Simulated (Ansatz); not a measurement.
```yaml
crystal:
  periodic: [false, false, false]
  atoms:
    - {symbol: Be, position_ang: [-1.145910, -0.459763, 2.009843]}
    - {symbol: O, position_ang: [-0.020361, -1.233534, 2.109184]}
    - {symbol: Be, position_ang: [0.832316, -0.019702, 1.872845]}
    - {symbol: O, position_ang: [0.154653, 1.269555, 2.143008]}
    - {symbol: Be, position_ang: [-0.435743, 1.661157, 0.632662]}
    - {symbol: O, position_ang: [-1.559539, 0.422856, 0.810035]}
    - {symbol: Be, position_ang: [-1.317841, -0.189741, -0.430446]}
    - {symbol: O, position_ang: [-0.449159, -1.679906, -0.511020]}
    - {symbol: Be, position_ang: [0.080621, -1.790522, 0.636508]}
    - {symbol: O, position_ang: [1.710372, -0.531543, 0.498511]}
    - {symbol: Be, position_ang: [1.648586, 0.435470, -0.474962]}
    - {symbol: O, position_ang: [0.441405, 1.852406, -0.492294]}
    - {symbol: O, position_ang: [-1.065941, -0.013345, -2.012658]}
    - {symbol: Be, position_ang: [0.064256, -1.031320, -2.005356]}
    - {symbol: O, position_ang: [0.989672, -0.032024, -1.952705]}
    - {symbol: Be, position_ang: [0.298727, 0.992833, -2.054990]}
basis:
  gaussian: {orbitals: def2-mTZVP}
total_charge: 1
magnetization: {spin_polarized: true, initial_magnetization: 1}
hamiltonian: {xc: {name: B3LYP}, dispersion: d4}
```

```sh
$ ansatz run in.yaml --threads 4 --pin off --events-out ev --progress --plain --max-ram 6963MiB
```

Output, abridged:

```
Functional definition: B3LYP
2192 factors; their error is unknown
mean field evaluation 1: about -19556.0054 eV, gradient 1.3e2 eV
mean field evaluation 2: about -19261.2993 eV, gradient 2.7e2 eV
mean field evaluation 4: about -19597.2299 eV, gradient 4.8e1 eV
mean field evaluation 8: about -19606.8805 eV, gradient 1.6e0 eV
mean field evaluation 16: about -19606.9280 eV, gradient 4.1e-2 eV
mean field evaluation 32: about -19606.9281 eV, gradient 6.5e-5 eV
mean field evaluation 64: about -19606.8156 eV, gradient 1.5e0 eV
mean field -19606.92806826 eV, -720.5413164552 hartree, gradient 1.9e-5 eV, S^2 0.758180; 8 other end points of the search recorded, 0 dependent functions left out
reference -19606.92844135 eV, -720.5413301663 hartree; 48, 47 occupied and 232, 233 virtual orbitals, 2192 factors
Total energy: -19608.22695211 eV, -720.5890495565 hartree
```

Run time 94 s (4 threads of Arm Neoverse V1 on a shared host), peak host memory 1.9 GiB.

B3LYP takes the VWN-RPA correlation.
